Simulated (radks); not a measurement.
The numbers below are computed, except where a source is named.
All-electron atom: Sn13+ in [Kr] 4d1 (the NIST ground configuration).

Code: a radial shooting solver on a logarithmic mesh with Libxc functionals. Model: scalar-relativistic Kohn-Sham, r2SCAN, spin-polarised, spherical densities, finite nucleus; open shells are filled with parallel spins first (spin-orbit coupling, left out, can overturn this in heavy ions); meta-GGA in the generalised Kohn-Sham scheme; Fermi nuclear charge, rms radius 4.6519 fm.

Energy parts (eV):
| part | energy |
|---|---|
| total | -166547.786 |
| kinetic | 173978.148 |
| electron-nucleus | -391932.989 |
| Hartree | 55627.435 |
| exchange-correlation | -4220.380 |

Orbitals (lengths in bohr, moments of r in powers of bohr; <r^-3> diverges for s and p1/2):
| orbital | occ. | eigenvalue (eV) | <r^-3> | <1/r> | <r^2> |
|---|---|---|---|---|---|
| 1s up | 1 | -29359.96 | - | 53.08 | 0.001143 |
| 1s down | 1 | -29359.97 | - | 53.08 | 0.001143 |
| 2s up | 1 | -4698.037 | - | 12.13 | 0.01855 |
| 2s down | 1 | -4697.408 | - | 12.13 | 0.01855 |
| 2p up | 3 | -4244.930 | 4699 | 11.65 | 0.01466 |
| 2p down | 3 | -4244.463 | 4700 | 11.65 | 0.01465 |
| 3s up | 1 | -1140.595 | - | 4.335 | 0.1300 |
| 3s down | 1 | -1140.419 | - | 4.335 | 0.1300 |
| 3p up | 3 | -991.3665 | 882.9 | 4.124 | 0.1305 |
| 3p down | 3 | -991.1171 | 882.5 | 4.124 | 0.1304 |
| 3d up | 5 | -763.3587 | 121.5 | 3.892 | 0.1151 |
| 3d down | 5 | -762.8633 | 121.5 | 3.891 | 0.1151 |
| 4s up | 1 | -395.0678 | - | 1.822 | 0.6570 |
| 4s down | 1 | -392.9517 | - | 1.824 | 0.6568 |
| 4p up | 3 | -345.4457 | 196.0 | 1.707 | 0.7237 |
| 4p down | 3 | -343.2854 | 196.5 | 1.709 | 0.7232 |
| 4d up | 1 | -270.1527 | 24.07 | 1.531 | 0.8430 |
| 4d down | 0 | -267.8816 | 24.19 | 1.534 | 0.8406 |
| 5s up | 0 | -187.3393 | - | 0.9524 | 2.364 |
| 5s down | 0 | -184.4838 | - | 0.9574 | 2.369 |
| 5p up | 0 | -168.2565 | 66.08 | 0.8860 | 2.690 |
| 5p down | 0 | -165.2020 | 66.70 | 0.8863 | 2.719 |

The highest occupied level is 4d up at -270.15 eV. For comparison, the ionisation energy in NIST's Atomic Spectra Database is 282 eV (theoretical). In exact Kohn-Sham theory the highest level is minus the ionisation energy, but local and semilocal functionals leave it too shallow, through self-interaction and a potential that decays too fast; potentials with the right tail come closer. The spin density at the nucleus is -1.868 e/bohr^3 (1s -0.006, 2s -1.527, 3s 0.698, 4s -1.033). Spin moment in Bohr magnetons: 1. Summed over all electrons, <r^2> = 8.819 bohr^2, which gives a Langevin (diamagnetic) susceptibility term of -6.98 x 10^-6 cm^3/mol.
